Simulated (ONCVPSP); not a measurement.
# Before and after: ONCV potential for Cr (Z = 24)

* Element: chromium
* Generator: ONCVPSP 4.0.1
* Type: optimised norm-conserving Vanderbilt (ONCV)
* Functional: PBE
* Relativity: scalar-relativistic
* Frozen core: [Ne]
* Valence charge: 14
* Reference configuration: 3s2 3p6 3d5 4p1
* Partial waves: 3s: rc 1.15 bohr, ncon 4, nbas 8, qcut 12.7 1/bohr, 1 projector; 3p+4p: rc 1.85 bohr, ncon 4, nbas 8, qcut 9.5 1/bohr, 2 projectors; 3d: rc 2.20 bohr, ncon 4, nbas 8, qcut 5.9 1/bohr, 1 projector
* Local potential: polynomial inside 1.05 bohr (lpopt 5, dvloc0 0 Ha)
* Core correction: Teter function, fcfact 5, rcfact 1.75

Change: all radii but the core radius scaled by about 1.17 (s 1.34, p 2.16, d 2.56 bohr); local potential polynomial inside 1.22 bohr (lpopt 5, dvloc0 0 Ha).

Cutoffs: the cutoffs (Ha) at which the residual kinetic energy of the hardest occupied pseudo-wave falls to 1 and 0.1 mHa per electron; they do not see the model core or the augmentation charge, which bear on the density cutoff. Errors are all-electron minus pseudo energies relative to the spin-unpolarised reference configuration.

Task: Predict the effect on cutoff, ghosts and configuration errors.

Result: The potential gets softer (48 Ha and 57 Ha → 44 Ha and 53 Ha); of the 4 tests that both files solve, the error grows in 2 and shrinks in 1 by more than 15 % and 0.3 meV (median size 28.2 → 31.6 meV); neither file shows a bound ghost. A larger radius leaves more room for a smooth pseudo-wave, so fewer plane waves are needed.

```csv
quantity,base,changed
"cutoff, loose",48 Ha,44 Ha
"cutoff, tight",57 Ha,53 Ha
loose cutoff by channel,"s 48 Ha, p 25 Ha, d 17 Ha","s 44 Ha, p 22 Ha, d 14 Ha"
bound ghosts,none,none
GHOST(+) flags under 300 eV,none,none
"error for 3s2 3p6 3d5 4s1 4p0, meV [ΔE -3.12 eV]",+34,-9.8
"error for 3s2 3p6 3d5 4p0, meV [ΔE 3.78 eV]",+2.8,+2.7
"error for 3s2 3p6 3d4 4p0, meV [ΔE 19.83 eV]",+23,+53
"error for 3s2 3p5 3d5 4s1 4p0, meV [ΔE 48.39 eV]",-509,-688
"rms error of d²Exc/dni dnj with the model core, mHa",3.18,3.88
```
